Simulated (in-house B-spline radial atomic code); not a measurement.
Ga²⁺ is squeezed into an impenetrable sphere of radius R (the orbitals vanish at R). No spin polarisation. Caution: exact exchange at fractional occupations of open shells leaves self-interaction of up to several eV. Level of theory: non-relativistic B3LYP, spherical fractional occupations, point nucleus; calculated with a B-spline radial code for spherical atoms.

Energies in eV above the free ion in [Ar] 3d10 4s1:

| R (bohr) | highest level (eV) | [Ar] 3d10 4s1 | [Ar] 3d10 4d1 | [Ar] 3d9 4s1 4f1 | -dE/dV in [Ar] 3d10 4s1 (GPa) |
| --- | --- | --- | --- | --- | --- |
| 8.65 | -25.7 | 5.215e-05 | 17.87 | 46.44 | 0.000141 |
| 6.96 | -25.7 | 0.002543 | 18.25 | 47.8 | 0.0101 |
| 5.3 | -25.6 | 0.08951 | 20.13 | 51.78 | 0.561 |
| 4.27 | -24.8 | 0.6899 | 24.15 | 58.35 | 6.28 |
| 3.35 | -21.1 | 4.043 | 34.41 | 73.29 | 60.3 |
| 3.23 | -20.1 | 5.111 | 36.83 | 76.69 | 82.7 |
| 2.57 | -7.72 | 19.75 | 61.8 | 110.4 | 557 |
| 2.15 | 14.4 | 51.55 | 102.9 | 163.5 | 2330 |
| 1.71 | 76.9 | 164.3 | 224.4 | 314.1 | 14000 |
| 1.24 | 309 | 749.6 | 789.8 | 981.5 | 153000 |

Does [Ar] 3d10 4d1 fall below [Ar] 3d10 4s1 under compression?

No, it stays above over the whole range.

Does [Ar] 3d9 4s1 4f1 fall below [Ar] 3d10 4s1 under compression?

No, it stays above over the whole range.

The highest level is first positive in the row R = 2.15 bohr, pushed up by confinement above the zero of the free ion's potential. Each configuration is held fixed and needn't be the lowest in the sphere.
